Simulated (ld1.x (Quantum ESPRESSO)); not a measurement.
Before and after: TM potential for rhenium

Re (Z = 75), norm-conserving Troullier–Martins (Kleinman–Bylander form), made with ld1.x (Quantum ESPRESSO) 7.5 (LDA (PZ), scalar-relativistic). Core [Xe] 4f14, reference 5d5 6s2 6p0. Waves: 6p (bound, empty): rc 2.50 bohr; 5d (bound): rc 1.75 bohr; 6s (bound): rc 2.80 bohr. Local part: the s channel. Core correction: Bessel-smoothed model core, default radius (core density twice the valence density).

Change: wave 5d (bound): rc 1.75 bohr becomes 5d (bound): rc 2.62 bohr.

Cutoffs: the cutoffs (Ry, on a coarse ladder) from which the occupation-weighted sum of valence levels, in a spherical-Bessel basis at the reference potential, stays within 10 and 1 mRy of its value at 400 Ry; they do not see the model core or the augmentation charge, which bear on the density cutoff. Errors are all-electron minus pseudo energies relative to the spin-unpolarised reference configuration.

Q: Predict the effect on cutoff, ghosts and configuration errors.

A: The potential gets softer (35 Ry and 40 Ry → 30 Ry and 35 Ry); of the 9 tests that both files solve, the error grows in 2 and shrinks in 1 by more than 15 % and 0.3 meV (median size 35.5 → 49.9 meV); neither file shows a bound ghost. A larger radius leaves more room for a smooth pseudo-wave, so fewer plane waves are needed.

| quantity | base | changed |
| --- | --- | --- |
| cutoff, loose | 35 Ry | 30 Ry |
| cutoff, tight | 40 Ry | 35 Ry |
| loose cutoff by channel (10 mRy a level) | d 30 Ry, s 6 Ry | d 25 Ry, s 6 Ry |
| bound ghosts | none | none |
| error for 5d5 6s1 6p0, meV [ΔE 9.52 eV] | -9.4 | -8.5 |
| error for 5d5 6s0 6p0, meV [ΔE 26.20 eV] | -45 | -42 |
| error for 5d4 6s0 6p0, meV [ΔE 53.64 eV] | -176 | -178 |
| error for 5d4 6s2 6p1, meV [ΔE 5.12 eV] | -70 | -59 |
| error for 5d6 6s1 6p0, meV [ΔE 0.97 eV] | -58 | -50 |
| error for 5d5 6s1 6p1, meV [ΔE 4.87 eV] | -3.4 | -3.2 |
| error for 5d5 6s1.5 6p0, meV [ΔE 3.90 eV] | -2.7 | -2.5 |
| error for 5d5 6s2 6p0 (spin-polarised), meV [ΔE -3.11 eV] | +5.0 | +67 |
| error for 5d5 6s1 6p0 (spin-polarised), meV [ΔE 5.05 eV] | +36 | +108 |
| s: phases at 3.05 bohr within 0.05 rad from the reference energy up to (Ry; the scan ends near 5) | 1.8 | 1.8 |
| p: phases at 3.05 bohr within 0.05 rad from the reference energy up to (Ry; the scan ends near 5) | 2.1 | 2.1 |
| d: phases at 3.05 bohr within 0.05 rad from the reference energy up to (Ry; the scan ends near 5) | 1.0 | 1.0 |
